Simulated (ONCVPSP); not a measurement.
# Transferability test, ONCV potential for Hg (Z = 80)

```json
{"Element": "Hg (Z = 80)", "Generator": "ONCVPSP 4.0.1", "Type": "optimised norm-conserving Vanderbilt (ONCV)", "Functional": "PW91", "Relativity": "non-relativistic", "Frozen core": "[Kr] 4d10 4f14", "Valence charge": "20", "Reference configuration": "5s2 5p6 5d10 6s1 (charge +1)", "Partial waves": "5s+6s: rc 1.35 bohr, ncon 5, nbas 9, qcut 7.3 1/bohr, 2 projectors; 5p: rc 1.70 bohr, ncon 5, nbas 10, qcut 9.3 1/bohr, 2 projectors, debl 3.3 Ha; 5d: rc 2.05 bohr, ncon 3, nbas 8, qcut 10.3 1/bohr, 2 projectors, debl 1.4 Ha", "Local potential": "polynomial inside 1.20 bohr (lpopt 5, dvloc0 0 Ha)", "Core correction": "Teter function, fcfact 4, rcfact 1.55"}
```

Energies are relative to the spin-unpolarised reference configuration 5s2 5p6 5d10 6s1; without spin polarisation the order of configurations can differ from experiment.

| valence configuration | charge | ΔE all-electron (eV) | error AE − PS (meV) |
| --- | --- | --- | --- |
| 5s2 5p6 5d10 6s2 | 0 | -8.741 | -0.3 |
| 5s2 5p6 5d10 6s0 | +2 | 16.085 | -0.8 |
| 5s2 5p6 5d9 6s0 | +3 | 52.631 | -0.8 |
| 5s2 5p5 5d10 6s2 | +1 | 59.435 | -49 |
